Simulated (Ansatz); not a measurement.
Molecule: C₂H₈BN₂, net charge 0, doublet state. It need not be the lowest isomer of its formula. 
Structure (B3LYP-D3(BJ)/def2-TZVP (Ansatz, an electronic-structure program) minimum search):
SMILES: CCB(N)[NH]
```xyz
13

C     -1.6696    -1.0195    -0.1156
C     -0.6277    -0.3947     0.8270
B      0.5208     0.3679     0.0214
N      0.2649     1.7147    -0.4065
N      1.6848    -0.3155    -0.3729
H     -2.1613    -0.2536    -0.7173
H     -1.2056    -1.7289    -0.8043
H     -2.4414    -1.5549     0.4418
H     -1.1317     0.2866     1.5176
H     -0.1697    -1.1774     1.4419
H      0.3858     2.4572     0.2801
H      1.8523    -1.2789    -0.1399
H      2.4039     0.1008    -0.9395
```
Charge 0, spin multiplicity 2.

Dipole moments at this geometry, in debye (magnitudes).

```
level                 program  dipole (D)
--------------------  -------  ----------
SVWN5/def2-TZVPD       Ansatz        1.96
BLYP/def2-TZVPD        Ansatz        1.90
revPBE/def2-TZVPD      Ansatz        1.87
r2SCAN/def2-TZVPD      Ansatz         ___
B97M-V/def2-TZVPD      Ansatz        1.83
B3LYP/def2-TZVPD       Ansatz        1.86
PBE0/def2-TZVPD        Ansatz        1.84
BHLYP/def2-TZVPD       Ansatz        1.83
r2SCANh/def2-TZVPD     Ansatz        1.83
HSE06/def2-TZVPD       Ansatz        1.84
CAM-B3LYP/def2-TZVPD   Ansatz        1.86
LC-wPBE/def2-TZVPD     Ansatz        1.85
CCSD(T)/aug-cc-pVDZ    Ansatz         ___
```

Question: Complete the blanks.

Answer: 
- r2SCAN/def2-TZVPD, dipole (D): 1.84
- CCSD(T)/aug-cc-pVDZ, dipole (D): 1.85
